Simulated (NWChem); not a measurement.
## Atomisation of H$_{3}$BN

SMILES: [BH]N
```xyz
5

B     -0.7861     0.3530     0.0000
N      0.5160    -0.1153     0.0000
H     -1.7840    -0.3429     0.0000
H      0.7675    -1.1115     0.0000
H      1.3348     0.4968     0.0000
```
Charge 0, spin multiplicity 2.

The numbers come from NWChem runs, not from measurements. All single points use one geometry, from UPBE/def2-SVP, a minimum by its harmonic frequencies. It is one conformer; others weren't searched.

Basis set: def2-TZVP. The atomisation energy is electronic alone: no zero-point, thermal, spin-orbit or counterpoise terms. No value is extrapolated to the basis-set limit. Free atoms are single determinants with multiplicities B 2, N 4, H 2.

B3LYP has NWChem's definition, with VWN1-RPA local correlation. The structure started from a generated list of species. The unpaired electrons of the parent sit in orbitals of symmetry a' (Cs labels of the run); other states weren't searched. The stability of the SCF solutions was not checked.

For the atomisation energy, LDA (SVWN5) gives 447.2 kcal/mol and B3LYP gives 394.3 kcal/mol. What do BP86, PBE, PBE0 give?

BP86: 407.1 kcal/mol; PBE: 400.8 kcal/mol; PBE0: 392.4 kcal/mol.
